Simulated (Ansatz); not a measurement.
The cluster SnGe₂⁺. Total charge 1; doublet. Geometry r2SCAN-D4/def2-TZVP, that of the neutral singlet; atoms count from 1.

```xyz
3

Ge    1.329    0.453    0.908
Ge   -0.126    0.824   -0.817
Sn   -1.203   -1.277   -0.092
```

In the def2 sets Sn takes a core potential; there is no spin–orbit coupling. The structure comes from a short search, and lower isomers may exist.

Estimate the Mulliken populations from the PBE0/def2-TZVP orbitals of Ansatz.


```
atom  charge (e)  spin (α − β)
 Ge1        0.32          0.39
 Ge2        0.11          0.49
 Sn3        0.57          0.12
```
Mulliken values and Mayer orders depend strongly on the basis.

Where does the spin sit?

Summed by element: Ge 0.88, Sn 0.12, of 1 unpaired in all. Largest on single atoms: Ge2 0.49, Ge1 0.39, Sn3 0.12.

And the Mayer bond orders between bonded heavy atoms (over 0.3)?

Ge1–Ge2 1.55 (2.29 Å); Ge2–Sn3 1.24 (2.47 Å). Values over 0.3 also appear between atoms too far apart for a bond (Ge1–Sn3 0.82 at 3.23 Å); they arise where an orbital or an unpaired electron spreads over both atoms.
